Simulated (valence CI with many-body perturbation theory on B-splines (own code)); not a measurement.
**Energy levels of Lu²¹⁺**

Level of theory: configuration interaction combined with many-body perturbation theory (CI+MBPT): four valence electrons over a frozen Dirac-Fock core [Kr] 4d10, a basis of 8 s, 8 p, 9 d, 9 f, 6 g, 3 h, 2 i functions for each j, with the one-electron correlation potential Σ1 (screened to all orders), the two-electron term Σ2, the three-electron term Σ3, Breit, model QED; selected single and double excitations, second order for the rest (own B-spline code, finite nucleus).

No measured spectrum was set against this ion. As an estimate, terms of the open shell hold to a few per cent of their energy, and close levels can change places. Core correlation moves these levels by up to 3200 cm⁻¹, and in measured spectra 5 to 20 % of such shifts remained as error; rates that hang on mixing are uncertain with them. Only levels of the ground parity were solved; by the run's estimate the other parity begins above the list, which can be wrong where configurations are misplaced.

Levels 1 to 45 of 65, with energies above the lowest level, 4f4 5I_4. "Leading %" is the weight of the configuration and term that name the level; weights of strongly mixed levels are sums over their largest components and can fall short. In the jj column 3d3/2^4 stands for four electrons in 3d with j = 3/2. Lifetimes count E1, E2, E3, M1 and M2 decay at the calculated energies, and are blank where another channel may lead or the interval is too uncertain; long ones can be off by a factor of two.

```csv
No.,Configuration,Term,J,E (cm⁻¹),Leading %,Leading jj,g,Lifetime
1,4f4,5I,4,0.0,87,4f5/2^4 (51 %),0.626,
2,4f4,5I,5,9483,94,4f5/2^3 4f7/2 (74 %),0.906,20.6 ms
3,4f4,5I,6,18205,93,4f5/2^2 4f7/2^2 (64 %),1.061,21.3 ms
4,4f4,5I,7,25906,85,4f5/2^2 4f7/2^2 (48 %),1.152,36.5 ms
5,4f4,5F,2,31927,53,4f5/2^4 (64 %),0.995,104 s
6,4f4,5I,8,32775,73,4f5/2^2 4f7/2^2 (41 %),1.207,89.0 ms
7,4f4,5F,1,33753,84,4f5/2^3 4f7/2 (84 %),0.086,2.52 s
8,4f4,3G,4,37594,28,4f5/2^3 4f7/2 (48 %),1.051,5.83 ms
9,4f4,5F,3,39260,77,4f5/2^3 4f7/2 (74 %),1.187,54.3 ms
10,4f4,5S,2,42166,65,4f5/2^3 4f7/2 (50 %),1.730,117 ms
11,4f4,5G,2,43781,67,4f5/2^3 4f7/2 (69 %),0.547,48.8 ms
12,4f4,3K,6,45416,90,4f5/2^2 4f7/2^2 (52 %),0.873,4.87 ms
13,4f4,5G,3,46080,59,4f5/2^3 4f7/2 (92 %),0.904,19.3 ms
14,4f4,5F,5,49020,46,4f5/2^2 4f7/2^2 (50 %),1.259,11.6 ms
15,4f4,3L,7,49022,45,4f5/2^3 4f7/2 (59 %),0.970,5.35 ms
16,4f4,5F,4,49508,67,4f5/2^2 4f7/2^2 (73 %),1.207,6.18 ms
17,4f4,3M,8,53437,29,4f5/2^3 4f7/2 (68 %),1.026,7.48 ms
18,4f4,5G,4,58820,68,4f5/2^2 4f7/2^2 (78 %),1.052,3.81 ms
19,4f4,5F,5,59315,42,4f5/2^2 4f7/2^2 (47 %),1.235,6.17 ms
20,4f4,3D,2,60674,34,4f5/2^2 4f7/2^2 (64 %),1.168,4.09 ms
21,4f4,3G,3,60954,59,4f5/2^2 4f7/2^2 (82 %),0.853,5.47 ms
22,4f4,3P,1,65582,57,4f5/2^2 4f7/2^2 (82 %),1.031,4.97 ms
23,4f4,5G,5,67953,58,4f5/2^2 4f7/2^2 (54 %),1.159,5.75 ms
24,4f4,1D,2,68384,40,4f5/2^2 4f7/2^2 (55 %),1.016,4.96 ms
25,4f4,3L,7,68730,50,4f5/2 4f7/2^3 (57 %),0.951,3.05 ms
26,4f4,5G,6,69115,59,4f5/2^2 4f7/2^2 (53 %),1.252,7.78 ms
27,4f4,3L,8,69157,54,4f5/2^2 4f7/2^2 (87 %),0.993,9.62 ms
28,4f4,3M,9,70399,53,4f5/2^2 4f7/2^2 (94 %),1.056,10.1 ms
29,4f4,3P,0,70837,96,4f5/2^2 4f7/2^2 (81 %),,39.2 ms
30,4f4,3D,3,71333,57,4f5/2^2 4f7/2^2 (78 %),1.264,8.86 ms
31,4f4,3F,4,71534,57,4f5/2^2 4f7/2^2 (69 %),1.192,4.35 ms
32,4f4,3K,8,72039,39,4f5/2^2 4f7/2^2 (56 %),1.028,4.09 ms
33,4f4,3I,5,72553,60,4f5/2^3 4f7/2 (56 %),0.911,5.24 ms
34,4f4,5D,0,74778,79,4f5/2^2 4f7/2^2 (52 %),,48.6 ms
35,4f4,3H,6,75734,45,4f5/2^2 4f7/2^2 (51 %),1.171,16.0 ms
36,4f4,3F,2,77187,59,4f5/2^2 4f7/2^2 (84 %),0.716,2.28 ms
37,4f4,3G,4,77505,64,4f5/2 4f7/2^3 (70 %),1.050,3.23 ms
38,4f4,5D,1,79012,85,4f5/2^3 4f7/2 (73 %),1.486,36.2 ms
39,4f4,3I,6,82268,48,4f5/2^2 4f7/2^2 (47 %),1.075,3.95 ms
40,4f4,3I,7,82591,76,4f5/2^2 4f7/2^2 (68 %),1.107,7.18 ms
41,4f4,5D,2,83610,64,4f5/2^2 4f7/2^2 (49 %),1.416,9.81 ms
42,4f4,3M,10,84125,92,4f5/2^2 4f7/2^2 (57 %),1.089,32.5 ms
43,4f4,3D,1,85707,53,4f5/2 4f7/2^3 (92 %),0.886,2.73 ms
44,4f4,3F,3,85999,52,4f5/2 4f7/2^3 (66 %),1.196,3.28 ms
45,4f4,3F,4,86373,35,4f5/2^3 4f7/2 (70 %),1.180,16.6 ms
```

Names give the largest LS component (configuration and term), which can be under half, so a name can repeat, a term be missing and a line seem to break the LS rules; names also repeat where a configuration has a term twice.

Where two levels of one J and parity lie close, their mixing, g and order are uncertain.

The ionisation energy to 4f3 4I°_9/2 of the next ion comes out as 578.45 eV (NIST: 600 ± 30 eV (theoretical)). All 65 levels together are meant to be complete up to 113040 cm⁻¹.
